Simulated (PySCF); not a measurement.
Working out the ionisation energy of Sn²⁺

Sn²⁺ [Kr] 4d10 5s2 (1S) → Sn³⁺ [Kr] 4d10 5s1 (2S). Calculation: PySCF 2.14, in aug-cc-pwCVDZ-PP with ECP28MDF (6s5p4d1f, 48 functions); scalar relativity through the core potential. Frozen: nothing. Energies in hartree (1 hartree = 27.21139 eV):

```json
{"part": "UHF", "Sn²⁺ (lower)": "-212.579270", "Sn³⁺ (upper)": "-211.530520"}
{"part": "CCSD correlation", "Sn²⁺ (lower)": "-0.384403", "Sn³⁺ (upper)": "-0.325624"}
{"part": "(T)", "Sn²⁺ (lower)": "-0.006881", "Sn³⁺ (upper)": "-0.004185"}
```

**Question.** What does Hartree-Fock give?

**Answer.** (-211.530520) − (-212.579270) = 1.048750 hartree = 28.538 eV.

**Question.** What do CCSD and CCSD(T) give?

**Answer.** The CCSD correlation energies differ by 0.058779 hartree = 1.599 eV and the triples by 0.002696 hartree = 0.073 eV, so CCSD gives 30.137 eV and CCSD(T) 30.210 eV.

Measured between the centres of the two terms (NIST): 30.506 eV, so CCSD(T) (valence and next inner shell) is off by -0.296 eV.

A double-zeta basis recovers only part of the correlation energy.

What remains against the reference includes basis incompleteness and higher excitations.
